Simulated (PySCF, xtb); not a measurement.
H7NO2Si2, SMILES N[Si@H](O)O[SiH3]. One conformer was computed; it need not be the lowest.

Harmonic wavenumbers (cm⁻¹) from GFN2-xTB (xtb 6.7.1) at its own minimum, in rising order: 25, 52, 67, 191, 213, 247, 291, 311, 537, 570, 601, 626, 670, 710, 769, 786, 807, 818, 827, 887, 934, 1101, 1528, 2220, 2255, 2272, 2342, 3472, 3524, 3698.

### Question
What does PBE0-D3(BJ)/def2-SVP run with PySCF give at its own minimum? (An estimate is asked for; the answer gives what the named calculation found.)

### Answer
40, 78, 89, 196, 229, 283, 374, 378, 431, 618, 722, 742, 755, 796, 825, 887, 915, 950, 953, 967, 998, 1085, 1542, 2232, 2240, 2249, 2281, 3610, 3710, 3941. Paired by order, the mean absolute difference is 74 cm⁻¹ and the zero-point energies are 47.7 and 50.2 kcal/mol.
